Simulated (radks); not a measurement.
Values are calculated unless marked as measured or tabulated.
Question: Si7+, 7 electrons, occupied as [He] 2s2 2p3. Level of theory: non-relativistic Kohn-Sham, TPSS, spin-polarised, spherical densities, point nucleus; open shells are filled with parallel spins first; meta-GGA in the generalised Kohn-Sham scheme (a radial shooting solver on a logarithmic mesh with Libxc functionals). Some entries of the table are withheld. Estimate them.

orbital  occ.  eigenvalue (Ry)  r(max) (bohr)  <1/r> (bohr^-1)
1s up       1        -147.8301        0.07298            13.59
1s down     1        -147.3033        0.07291            13.62
2s up       1        -23.50109         0.4304            2.848
2s down     1        -22.45162         0.4370            2.781
2p up       3              (1)         0.3553            2.766
2p down     0              (2)         0.3618            2.707
3s up       0              (3)          1.253            1.062
3s down     0              (4)          1.276            1.040
3p up       0         -7.32208          1.251            1.020

Answer: 
(1) 2p up eigenvalue (Ry): -20.71337
(2) 2p down eigenvalue (Ry): -19.48356
(3) 3s up eigenvalue (Ry): -8.09787
(4) 3s down eigenvalue (Ry): -7.86704
